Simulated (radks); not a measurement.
Values are calculated unless marked as measured or tabulated.
Fractional charge and spin in the 1s shell of nitrogen: the spin-up occupation runs from 0 to 1 and the spin-down occupation from 0 to 1; the fullest corner is N3+, 2s2 1s(up 1, down 1). Level of theory: non-relativistic Kohn-Sham, PBE, spin-polarised, spherical densities, point nucleus (a radial shooting solver on a logarithmic mesh with Libxc functionals). Energy (eV) minus the two flat planes that join the four corners (they meet along the diagonal where the two added fractions sum to one electron); zero is where a piecewise linear energy would lie.

down \ up       0    0.25     0.5    0.75       1
0           0.000  -6.738  -9.684  -7.545   0.000
0.25       -6.738  -6.434  -2.369   6.609  -6.017
0.5        -9.684  -2.369   8.553  -2.613  -8.654
0.75       -7.545   6.609  -2.613  -7.188  -6.763
1           0.000  -6.017  -8.654  -6.763   0.000

Corners above the fullest one (they belong to N4+ and the next ion): (up 1, down 0) 487.60 eV, (up 0, down 1) 487.60 eV, (up 0, down 0) 1082.6 eV. With half an added electron in each spin the energy lies 8.553 eV from the planes, and with half an added electron in spin up alone -9.684 eV. The planes are only a guide here: the flat-plane condition holds for ground states with one frontier orbital, while this shell lies below other occupied shells, so the corners above the fullest one are inner-hole states and not the ground states of those ions.
